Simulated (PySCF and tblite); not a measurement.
Results of a calculation; reference values are marked as such.
C3H4F4, numbered as in [F:1][CH2:2][CH2:3][C:4]([F:5])([F:6])[F:7]. Geometries PBE0-D3(BJ)/def2-SVP; weights from PBE0-D3(BJ)/def2-TZVP energies and GFN2-xTB thermal corrections, with symmetry numbers and mirror pairs. Conformers within 4 kcal/mol (GFN2-xTB free energy) were kept, 7 at most. GIAO shieldings: PBE0/pcSseg-1. Shifts are against TMS (¹H), TMS (¹³C), CFCl3 (¹⁹F) at the same level. Codes: tblite and PySCF.

Torsions listed: F1–C2–C3–C4. Of a mirror pair one member is shown.

```csv
conformer,shape,point group,mirror pair,ΔE(DFT),Δ(G−E) at 180 K,δ F1 (ppm)
1,180°,Cs,no,0.00,0.00,-251.7
2,-69°,C1,yes,0.38,0.07,-236.8
```

Energies in kcal/mol; the thermal term leaves out symmetry numbers and mirror images.

Work out the weights at 180 K and the ¹⁹F shift of F1 under fast exchange.

RT = 0.358 kcal/mol. Each conformer gets RT ln(σ/g), with σ the rotational symmetry number and g = 2 for a mirror pair: 1: σ = 1, g = 1, G = 0.00 + 0.00 + 0.00 = 0.00, 0.00 above the lowest, exp(−ΔG/RT) = 1.000; 2: σ = 1, g = 2, G = 0.38 + 0.07 − 0.25 = 0.21, 0.21 above the lowest, exp(−ΔG/RT) = 0.563. The sum is 1.563, so the weights are 64.0, 36.0 %. The averaged shift is -246.3 ppm. At 298.15 K it is -244.9 ppm. At 298.15 K the leading conformer alone gives -251.7 ppm and bare DFT energies give -246.5 ppm.

Unscaled ¹⁹F shifts at such levels can be off by tens of ppm; differences between conformers or isomers are more reliable.
